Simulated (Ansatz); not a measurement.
A first, cheap relaxation of CH7ISi2 (`[SiH3]C([SiH3])I`).

```yaml
crystal:
  periodic: [false, false, false]
  atoms:
    - {symbol: Si, position_ang: [-0.237800, 1.299800, -0.602700]}
    - {symbol: C, position_ang: [-0.688600, -0.406400, -0.196800]}
    - {symbol: Si, position_ang: [0.793300, -1.123600, 0.556200]}
    - {symbol: I, position_ang: [-2.177600, -0.412100, 1.231300]}
    - {symbol: H, position_ang: [0.121100, 2.141300, 0.551300]}
    - {symbol: H, position_ang: [-1.456900, 2.029700, -1.241200]}
    - {symbol: H, position_ang: [0.837600, 1.415600, -1.610800]}
    - {symbol: H, position_ang: [-0.940300, -0.946900, -1.095200]}
    - {symbol: H, position_ang: [1.961200, -1.115300, -0.351700]}
    - {symbol: H, position_ang: [0.598300, -2.543100, 0.969800]}
    - {symbol: H, position_ang: [1.255000, -0.395900, 1.810400]}
basis:
  gaussian: {orbitals: def2-SVP}
hamiltonian: {xc: pbe, dispersion: d4}
relax: {f_tol: 0.03, max_steps: 200}
```

```sh
$ ansatz run in.yaml --threads 4 --pin off --events-out ev --progress --plain --max-ram 10444MiB
```

Output, abridged:

```
Functional definition: PBE
mean field -24990.16511622 eV, -918.3716290787 hartree, gradient 2.7e-5 eV, S^2 0.000000; 0 other end points of the search recorded, 0 dependent functions left out
relax step   1: F+E_penalty+E_count = -24990.49762846 eV  Δ(F+E_penalty+E_count) = +0.000e0 eV  max|allowed force component| = 2.593e0 eV/Å  Δτ_max = 0.0000 Å  (25 SCF iters, accepted)
mean field -24990.65554956 eV, -918.3896521714 hartree, gradient 2.5e-5 eV, S^2 0.000000; 0 other end points of the search recorded, 0 dependent functions left out
relax step   2: F+E_penalty+E_count = -24990.97611650 eV  Δ(F+E_penalty+E_count) = -4.785e-1 eV  max|allowed force component| = 8.740e-1 eV/Å  Δτ_max = 0.1413 Å  (32 SCF iters, accepted)
mean field -24990.70564295 eV, -918.3914930699 hartree, gradient 1.5e-5 eV, S^2 0.000000; 0 other end points of the search recorded, 0 dependent functions left out
relax step   3: F+E_penalty+E_count = -24991.02406042 eV  Δ(F+E_penalty+E_count) = -4.794e-2 eV  max|allowed force component| = 2.021e-1 eV/Å  Δτ_max = 0.0732 Å  (26 SCF iters, accepted)
mean field -24990.71264582 eV, -918.3917504206 hartree, gradient 8.3e-6 eV, S^2 0.000000; 0 other end points of the search recorded, 0 dependent functions left out
relax step   4: F+E_penalty+E_count = -24991.02989893 eV  Δ(F+E_penalty+E_count) = -5.839e-3 eV  max|allowed force component| = 5.242e-2 eV/Å  Δτ_max = 0.0264 Å  (28 SCF iters, accepted)
mean field -24990.71403437 eV, -918.3918014488 hartree, gradient 2.7e-5 eV, S^2 0.000000; 0 other end points of the search recorded, 0 dependent functions left out
relax step   5: F+E_penalty+E_count = -24991.03138560 eV  Δ(F+E_penalty+E_count) = -1.487e-3 eV  max|allowed force component| = 2.604e-2 eV/Å  Δτ_max = 0.0284 Å  (27 SCF iters, accepted)
mean field -24990.71403437 eV, -918.3918014488 hartree, gradient 2.7e-5 eV, S^2 0.000000; 1 other end points of the search recorded, 0 dependent functions left out
Total energy: -24991.03142410 eV, -918.4034653062 hartree
Atom 0 at    -0.299872     1.453546    -0.671281 Å, force     0.003210     0.026041    -0.002334 eV/Å
Atom 1 at    -0.591165    -0.357304    -0.174462 Å, force    -0.008328    -0.009323    -0.010281 eV/Å
Atom 2 at     0.896296    -1.225704     0.628249 Å, force     0.018561    -0.008856     0.015302 eV/Å
Atom 3 at    -2.279269    -0.430119     1.229416 Å, force    -0.000120    -0.001138    -0.001220 eV/Å
Atom 4 at     0.099542     2.245608     0.540899 Å, force    -0.004251    -0.000941    -0.005443 eV/Å
Atom 5 at    -1.541504     2.039112    -1.281643 Å, force     0.002072    -0.004072     0.002710 eV/Å
Atom 6 at     0.819335     1.495140    -1.681151 Å, force    -0.002701    -0.000474     0.000090 eV/Å
Atom 7 at    -0.933518    -0.937839    -1.056514 Å, force    -0.002578     0.001518     0.005252 eV/Å
Atom 8 at     2.037339    -1.222931    -0.357765 Å, force    -0.002550    -0.002171     0.000159 eV/Å
Atom 9 at     0.550494    -2.643839     0.983852 Å, force    -0.002310     0.005084    -0.001820 eV/Å
Atom 10 at     1.307621    -0.472572     1.861000 Å, force    -0.001005    -0.005666    -0.002415 eV/Å
Dipole moment:     0.085892    -0.040680    -0.162870 e Å
```

Hardware: 4 threads of an Arm Neoverse V2 on a shared host. Wall time 7 s, peak host memory 0.15 GiB.
